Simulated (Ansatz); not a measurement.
System: sum formula SiNH5, net charge 0, singlet state. 
Structure (B3LYP-D3(BJ)/def2-TZVP (Ansatz, a first-principles code) minimum search):
```
Si
N 1 1.7237
H 2 1.0079 1 120.20
H 2 1.0079 3 110.80 1 147.52
H 1 1.4811 2 107.87 3 -48.00
H 1 1.4811 5 110.61 2 117.76
H 1 1.4892 5 107.32 6 116.78
```
Charge 0, spin multiplicity 1.

Property: atomisation energy (electronic, to ground-state atoms), in kcal/mol. Valence correlation only, unless marked. Open shells are spin-unrestricted. No spin-orbit coupling. Non-relativistic. The coupled-cluster limit lacks core correlation, which all-electron functionals hold. Basis-set limits of correlation are two-point, X^-3; Hartree-Fock from the larger set (for Q and 5 zeta extrapolated as (X+1)exp(-9√X)).

```json
[
 {"level": "HF/CBS(cc-pV(Q+d)Z,cc-pV(5+d)Z)", "program": "Ansatz", "atomisation energy (kcal/mol)": "376.9"},
 {"level": "BLYP-D4/def2-TZVPD", "program": "Ansatz + dftd4", "atomisation energy (kcal/mol)": "516.3"},
 {"level": "revPBE/def2-TZVPD", "program": "Ansatz", "atomisation energy (kcal/mol)": "499.2"},
 {"level": "r2SCAN0-D4/def2-TZVPD", "program": "Ansatz + dftd4", "atomisation energy (kcal/mol)": "507.4"},
 {"level": "B2GP-PLYP-D4/def2-TZVPD", "program": "Ansatz + dftd4", "atomisation energy (kcal/mol)": "508.8"},
 {"level": "RI-MP2/def2-TZVPP", "program": "Ansatz", "atomisation energy (kcal/mol)": "501.3"},
 {"level": "RI-MP2/def2-TZVPPD", "program": "Ansatz", "atomisation energy (kcal/mol)": "502.6"},
 {"level": "SCS-MP2/6-31G", "program": "Ansatz", "atomisation energy (kcal/mol)": "401.2"},
 {"level": "SCS-MP2/def2-SVP", "program": "Ansatz", "atomisation energy (kcal/mol)": "479.5"},
 {"level": "CCSD/cc-pV(T+d)Z", "program": "Ansatz", "atomisation energy (kcal/mol)": "498.0"},
 {"level": "CCSD/aug-cc-pV(Q+d)Z", "program": "Ansatz", "atomisation energy (kcal/mol)": "509.0"},
 {"level": "CCSD(T)/STO-3G", "program": "Ansatz", "atomisation energy (kcal/mol)": "522.2"},
 {"level": "CCSD(T)/def2-TZVPPD", "program": "Ansatz", "atomisation energy (kcal/mol)": "505.1"},
 {"level": "CCSD(T)/CBS(aug-cc-pV(T+d)Z,aug-cc-pV(Q+d)Z)", "program": "Ansatz", "atomisation energy (kcal/mol)": "518.8"},
 {"level": "CCSD(T)/CBS(cc-pV(Q+d)Z,cc-pV(5+d)Z)", "program": "Ansatz", "atomisation energy (kcal/mol)": "518.1"}
]
```
